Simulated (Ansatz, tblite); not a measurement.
Spin states of the cluster Li₇H₆, each relaxed with PBE-D4/def2-TZVP in Ansatz. Electronic energies in the gas phase.

The xTB rows come from tblite. B3LYP takes the VWN-RPA correlation. Correlated methods freeze no core orbitals; core or outer-core shells of Li are correlated, in sets that lack core-valence functions. In the quartet, H11 and H13 lie 0.77 Å apart (atoms count from 1), so H2 has formed as a molecule. The structure comes from a short search, and lower isomers may exist.

Doublet geometry (C3v within 0.1 Å):

```xyz
13

Li    0.9247   -1.5964    1.0373
Li   -0.1250   -1.6197   -1.1660
Li   -0.7945    0.0690    1.7820
Li    1.0140    0.4399   -1.8056
Li    1.7101    0.7381    0.5837
Li   -0.7188    1.7331   -0.5380
Li   -2.0555   -0.3755   -0.3386
H    -0.8653   -1.4762    0.5642
H     0.9759   -0.0714    2.0063
H     1.4887   -0.8482   -0.5573
H    -0.7978    0.0883   -1.6129
H    -1.8214    1.0747    0.7148
H     1.0649    1.8442   -0.6698
```

Quartet geometry:

```xyz
13

Li   -0.792   -0.593   -0.998
Li   -0.726    1.267   -2.720
Li   -1.257   -0.002    1.883
Li    1.602    0.854   -1.306
Li    1.063   -1.143    1.265
Li    0.760    1.749    1.679
Li   -1.406    2.133   -0.221
H    -1.854    0.876   -1.384
H    -0.615   -1.142    0.692
H     0.431   -0.019   -2.283
H     2.011   -2.722    0.632
H    -0.999    1.710    1.437
H     1.781   -2.968    1.323
```

⟨S²⟩: doublet 0.75 at PBE0-D4/def2-TZVP (pure 0.75), quartet 3.75 at PBE0-D4/def2-TZVP (pure 3.75).

Only these spin states were relaxed. The quartet has other bonds than the doublet, so the gap mixes isomer and spin.

```csv
level,quartet − doublet (kJ/mol),lowest of these
PBE-D4/def2-TZVP,238.4,doublet
r2SCAN-D4/def2-TZVP,229.1,doublet
B97M-V/def2-TZVP,329.0,doublet
B3LYP-D4/def2-TZVP,279.2,doublet
PBE0-D4/def2-TZVP,238.1,doublet
BHLYP-D4/def2-TZVP,282.3,doublet
CAM-B3LYP-D4/def2-TZVP,286.7,doublet
PBE-QIDH/def2-TZVP,232.5,doublet
```

(1) Estimate the rows for GFN1-xTB, HF/STO-3G, HF/def2-TZVP, RPA@PBE/def2-TZVP, MP2/def2-TZVP, CCSD/def2-TZVP, CCSD(T)/def2-TZVP.

Answers

(1) 
```json
{"level": "GFN1-xTB", "quartet − doublet (kJ/mol)": "189.8", "lowest of these": "doublet"}
{"level": "HF/STO-3G", "quartet − doublet (kJ/mol)": "115.3", "lowest of these": "doublet"}
{"level": "HF/def2-TZVP", "quartet − doublet (kJ/mol)": "175.4", "lowest of these": "doublet"}
{"level": "RPA@PBE/def2-TZVP", "quartet − doublet (kJ/mol)": "239.0", "lowest of these": "doublet"}
{"level": "MP2/def2-TZVP", "quartet − doublet (kJ/mol)": "224.1", "lowest of these": "doublet"}
{"level": "CCSD/def2-TZVP", "quartet − doublet (kJ/mol)": "230.0", "lowest of these": "doublet"}
{"level": "CCSD(T)/def2-TZVP", "quartet − doublet (kJ/mol)": "231.6", "lowest of these": "doublet"}
```

The xTB methods have no spin-polarisation term.
